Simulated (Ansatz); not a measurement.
Computed with Ansatz on PBE0-D4/def2-TZVP structures; ΔE is electronic, products minus reactants. CCSD(T)/CBS is the MP2 limit (def2-TZVPP, def2-QZVPP) plus CCSD(T) − MP2 in def2-TZVPP, frozen cores. This one scheme is used for every species. DFT in def2-TZVPP. One conformer a species, not always the lowest.

Reaction (formal exchange of groups at a B–F bond): `C=NBF` + `C[SiH3]` → `C=NBC[SiH3]` + H–F

(1) Is it downhill or uphill in electronic energy at CCSD(T)/CBS, and by how much? (Best estimate.)

(2) What do these levels give: CAM-B3LYP-D4, r2SCAN0, LC-ωPBE, CCSD(T)/def2-SVP, HF/def2-TZVPP, MP2/def2-TZVPP? (Estimate.)

(3) What do rigid-rotor, harmonic-oscillator terms from PBE0-D4/def2-TZVP frequencies (298.15 K, 1 bar) make of the CCSD(T)/CBS value? (An estimate is asked.)

Largest T1 diagnostic among the species: 0.014.

Answers

(1) Ansatz gave: Uphill: ΔE = +1.08 eV.

(2) The calculation gave: CAM-B3LYP-D4 1.25, r2SCAN0 1.18, LC-ωPBE 1.18, CCSD(T)/def2-SVP 1.30, HF/def2-TZVPP 1.46, MP2/def2-TZVPP 1.08 eV.

(3) Computed: ΔZPE = -0.04 eV, ΔH = +1.06 eV, ΔS = -17 J/(mol·K), ΔG = +1.11 eV. Modes under 50 cm⁻¹ make the entropy rough.

Leaving LDA and LC-ωPBE aside and taking each functional with its dispersion term where it has one, the values, not all of them listed here, spread over 0.24 eV, from revPBE-D4 to BHLYP-D4. LDA lies −0.07 eV from PBE without D4. From BLYP to BHLYP (50 % exact exchange), in def2-TZVPP and without D4, ΔE moves by +0.05 eV. In def2-TZVPP, CCSD(T) changes the Hartree–Fock value by −0.35 eV (the triples alone add −0.05 eV) and MP2 by −0.39 eV.
